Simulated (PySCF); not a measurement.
# Nuclear quadrupole coupling in `C[Si](C)(N)C[SiH3]`

C3H13NSi2.
Geometry (GFN2-xTB, Å), atoms numbered from 1 in this order:
```
atom  x, y, z in Å
C1    -1.4329    0.2922   -1.1412
Si2   -0.5472    0.2705    0.5530
C3    -0.7954   -1.4271    1.3703
N4    -1.1411    1.4318    1.6987
C5     1.2968    0.6862    0.3046
Si6    2.2719   -0.4974   -0.8068
H7    -2.5045    0.1491   -1.0329
H8    -1.0635   -0.4932   -1.7929
H9    -1.2816    1.2378   -1.6546
H10   -0.2466   -1.4964    2.3033
H11   -0.4510   -2.2271    0.7238
H12   -1.8416   -1.6129    1.5916
H13   -2.0523    1.2911    2.1041
H14   -1.0009    2.4121    1.5150
H15    1.3761    1.6919   -0.1083
H16    1.7767    0.7266    1.2817
H17    1.7229   -0.4992   -2.1664
H18    2.2312   -1.8602   -0.2700
H19    3.6734   -0.0666   -0.8797
```

Field gradients from the PBE0/pcSseg-1 density (PySCF, non-relativistic), principal values in atomic units, ordered |Vxx| ≤ |Vyy| ≤ |Vzz|:

| atom | Vxx | Vyy | Vzz |
| --- | --- | --- | --- |
| N4 | 0.3051 | 0.6368 | -0.9419 |

Task: Find the asymmetry η = (Vxx − Vyy)/Vzz and the couplings χ = eQV/h (234.96 MHz × Q in barn × V in au), with Q(14N) = 0.02044 b.

Result: 
| atom | environment | nucleus | η | χzz (MHz) | χxx (MHz) | χyy (MHz) |
| --- | --- | --- | --- | --- | --- | --- |
| N4 | silicon-bound nitrogen | 14N | 0.35 | -4.524 | 1.465 | 3.058 |

Task: What is Vzz at N4 in SI units (1 au = 9.71736 × 10²¹ V/m²)?

Result: -0.9419 au = -9.153 × 10²¹ V/m².

Task: And the gradient at the other heavy atoms, for which no coupling is worked out here?

Result: 
| atom | environment | Vzz (au) | η |
| --- | --- | --- | --- |
| C1 | Si-methyl carbon | -0.086 | 0.04 |
| Si2 | four-coordinate silicon | 0.179 | 0.43 |
| C3 | Si-methyl carbon | -0.076 | 0.28 |
| C5 | sp3 carbon bound to silicon | -0.071 | 0.69 |
| Si6 | SiH3 silicon | 0.057 | 0.16 |

Task: What couplings would deuterons (Q(2H) = 0.00286 b) have in place of the hydrogens, at this geometry?

Result: 
```
atom  bonded to  bond length (Å)  Vzz (au)     η  χzz (kHz)
  H7         C1            1.087    0.3267  0.02        220
  H8         C1            1.085    0.3277  0.02        220
  H9         C1            1.087    0.3267  0.02        220
 H10         C3            1.085    0.3288  0.02        221
 H11         C3            1.085    0.3284  0.01        221
 H12         C3            1.085    0.3291  0.01        221
 H13         N4            1.007    0.4318  0.16        290
 H14         N4            1.007    0.4316  0.16        290
 H15         C5            1.090    0.3233  0.01        217
 H16         C5            1.089    0.3225  0.02        217
 H17        Si6            1.466    0.1617  0.01        109
 H18        Si6            1.465    0.1624  0.01        109
 H19        Si6            1.468    0.1604  0.01        108
```

Geometry: GFN2-xTB, one conformer, isolated molecule. GFN2-xTB bond lengths can be off by several hundredths of an ångström, more for odd bonds, and the gradients follow them. A larger basis could move these couplings by a tenth or more.
